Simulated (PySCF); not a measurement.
Positional isomers: butadiene chloro+silyl. Isolated molecules, 0 K electronic values unless said otherwise. One relaxed conformer stands for each flexible species; it need not be the lowest. Strings in code marks are SMILES.

The S1 excitation (TDA) from two functionals at the same geometries (CAM-B3LYP-D3(BJ)/def2-TZVP), both in PySCF: PBE-D3(BJ)/def2-TZVP and CAM-B3LYP-D3(BJ)/def2-TZVP. Excitations are Tamm–Dancoff values on a coarser integration grid. The basis has no diffuse functions, so Rydberg states are missing or too high.

```csv
species,PBE-D3(BJ)/def2-TZVP (eV)
`C=C(Cl)/C=C/[SiH3]` (Cl–C–C–C torsion 0°),5.07
`C=C([SiH3])/C=C/Cl` (Si–C–C–C torsion 0°),5.21
`C=C([SiH3])/C=C\Cl` (Si–C–C–C torsion 129°),4.73
`C(=C\[SiH3])/C=C/Cl` (C–C–C–C torsion 180°),5.27
```

Problem. What does CAM-B3LYP-D3(BJ)/def2-TZVP give for each?

Solution. 
- `C=C(Cl)/C=C/[SiH3]` (Cl–C–C–C torsion 0°): 5.93
- `C=C([SiH3])/C=C/Cl` (Si–C–C–C torsion 0°): 5.94
- `C=C([SiH3])/C=C\Cl` (Si–C–C–C torsion 129°): 5.62
- `C(=C\[SiH3])/C=C/Cl` (C–C–C–C torsion 180°): 5.74
Over these rows, drawn at random from the members with no instability flagged (it was tested for open shells, ions and some series alone), PBE minus CAM-B3LYP-D3(BJ): mean -0.74 eV, from -0.89 eV to -0.48 eV.
